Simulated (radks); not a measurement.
The numbers below are computed, except where a source is named.
Task: Nd+, 59 electrons, occupied as [Xe] 4f4 6s1. Level of theory: Dirac Kohn-Sham, PBE, spin-unpolarised, spherical densities, point nucleus; open shells fill j = l - 1/2 first (a radial shooting solver on a logarithmic mesh with Libxc functionals). Some entries of the table are withheld. Estimate them.

| orbital | occ. | eigenvalue (eV) | r(max) (bohr) | <r> (bohr) |
|---|---|---|---|---|
| 1s1/2 | 2 | (1) | 0.01509 | 0.02363 |
| 2s1/2 | 2 | -7016.117 | 0.08565 | 0.1005 |
| 2p1/2 | 2 | -6637.542 | 0.06508 | 0.08422 |
| 2p3/2 | 4 | -6117.457 | 0.07053 | 0.09063 |
| 3s1/2 | 2 | -1526.492 | 0.2439 | 0.2659 |
| 3p1/2 | 2 | -1364.927 | (2) | 0.2556 |
| 3p3/2 | 4 | -1261.102 | (3) | 0.2681 |
| 3d3/2 | 4 | (4) | 0.1941 | 0.2394 |
| 3d5/2 | 6 | (5) | 0.1974 | 0.2433 |
| 4s1/2 | 2 | -308.1204 | 0.5656 | 0.6073 |
| 4p1/2 | 2 | -247.1678 | 0.5731 | 0.6239 |
| 4p3/2 | 4 | -224.6713 | 0.5981 | 0.6521 |
| 4d3/2 | 4 | -124.5650 | 0.6142 | 0.7016 |
| 4d5/2 | 6 | -120.5925 | 0.6224 | 0.7117 |
| 5s1/2 | 2 | -46.3080 | 1.322 | 1.474 |
| 5p1/2 | 2 | -30.1006 | (6) | 1.664 |
| 5p3/2 | 4 | -27.0781 | (7) | 1.754 |
| 6s1/2 | 1 | -8.1887 | 3.548 | 4.024 |
| 4f5/2 | 4 | (8) | 0.6608 | 1.101 |
| 5d3/2 | 0 | (9) | 2.141 | 2.841 |
| 4f7/2 | 0 | (10) | 0.6660 | 1.122 |
| 5d5/2 | 0 | (11) | 2.185 | 2.903 |
| 6p1/2 | 0 | -5.4355 | 4.346 | 4.955 |
| 6p3/2 | 0 | -5.1482 | 4.548 | 5.166 |

Result: 
(1) 1s1/2 eigenvalue (eV): -43368.97
(2) 3p1/2 r(max) (bohr): 0.2308
(3) 3p3/2 r(max) (bohr): 0.2425
(4) 3d3/2 eigenvalue (eV): -979.9575
(5) 3d5/2 eigenvalue (eV): -957.5160
(6) 5p1/2 r(max) (bohr): 1.450
(7) 5p3/2 r(max) (bohr): 1.523
(8) 4f5/2 eigenvalue (eV): -7.7374
(9) 5d3/2 eigenvalue (eV): -7.4209
(10) 4f7/2 eigenvalue (eV): -7.3345
(11) 5d5/2 eigenvalue (eV): -7.2118
